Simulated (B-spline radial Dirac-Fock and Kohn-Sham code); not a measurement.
ΔSCF core binding energies without Breit or QED terms, calculated with a radial atomic solver.

A sound run for the V⁵⁺ ion in the configuration [Ne] 3s2 3p6: The ground state converged in 9 iterations, with total energy -942.48165 Ha, virial ratio 1.98851 and highest orbital energy -128.07 eV. ΔSCF binding energies: K (1s) 5572.3 eV, L3 (2p3/2) 616.5 eV. Holes are computed only in closed shells, and unreliable hole states are left out.

A second run, with one unsound setting: The ground state had not converged after 100 iterations, with total energy -942.48148 Ha, virial ratio 1.98807 and highest orbital energy -127.97 eV. ΔSCF binding energies: K (1s) 5572.3 eV, L3 (2p3/2) 616.5 eV (not all states converged, so these are not final). Holes are computed only in closed shells, and unreliable hole states are left out.

```
iter   energy (Ha)        error
   1     -936.97619666  8.65e-01
   2     -942.31249542  1.68e-01
   3     -942.32445656  1.62e-01
   4     -942.33555681  1.56e-01
   5     -942.34585971  1.50e-01
   6     -942.35542396  1.45e-01
   7     -942.36430375  1.39e-01
   8     -942.37254917  1.34e-01
   9     -942.38020654  1.29e-01
  17     -942.42481861  9.58e-02
  25     -942.44968016  7.10e-02
  33     -942.46360581  5.26e-02
  41     -942.47143686  3.90e-02
  49     -942.47585479  2.89e-02
  57     -942.47835398  2.14e-02
  65     -942.47977114  1.59e-02
  73     -942.48057649  1.18e-02
  81     -942.48103511  8.82e-03
  89     -942.48129680  6.78e-03
  97     -942.48144643  5.22e-03
 100     -942.48148425  4.73e-03
```

Problem. Which fault fits the second run best?
A. mesh too coarse
B. box too small
C. spline order too low
D. damping too heavy

Solution. D. The input had damp = 0.97; ndamp = 100: damp is so close to 1 that the orbitals hardly move in each step.
